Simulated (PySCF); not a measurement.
C5H5, SMILES C1=CC=[C]C1 (connectivity only; charge and spin as stated), charge +1, multiplicity 1.

The structure is a stationary point at PBE0-D3(BJ)/def2-SVP. The multiplicity is an assumed one; other spin states were not compared. The isomer is the one that the SMILES or the coordinates give; other isomers of the formula were not compared. Other conformers were not sampled.

Computed with PBE/def2-TZVP run with PySCF.

Gas-phase values at a fixed geometry.

Estimate the frontier levels, gap, dipole moment and polarisability. (An estimate is asked for; the answer gives what the named calculation found.)


| Item | Result |
|---|---|
| highest occupied level | -12.35 eV |
| lowest empty level | -9.94 eV |
| orbital gap | 2.41 eV |
| dipole moment about the centre of nuclear charge | 0.056 e·Å |
| mean static polarisability | 48.1 bohr³ (7.13 Å³) |
| polarisability, principal values | 32.3, 53.8, 58.3 bohr³ |
